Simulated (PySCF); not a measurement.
## Electron correlation in Co (cobalt, neutral)

[Ar] 3d7 4s2, high-spin 4F determinant. Calculation: PySCF 2.14, in x2c-TZVPPall with one added diffuse shell each of s, p, d, f type (7s6p5d3f1g, 80 functions); the spin-free X2C one-electron Hamiltonian (Gaussian nucleus). Frozen: [Ar]; 9 electrons correlated.

MP2 pair energies summed by pair of shells (mhartree):

```csv
pair,energy,share (%)
3d-3d,-186.24,75.1
3d-4s,-38.89,15.7
4s-4s,-22.76,9.2
```

Total MP2 correlation energy: -247.89 mhartree.

Same-spin part -95.97 and opposite-spin part -151.92 mhartree; SCS-MP2 scales them by 1/3 and 6/5 to -214.29 mhartree.
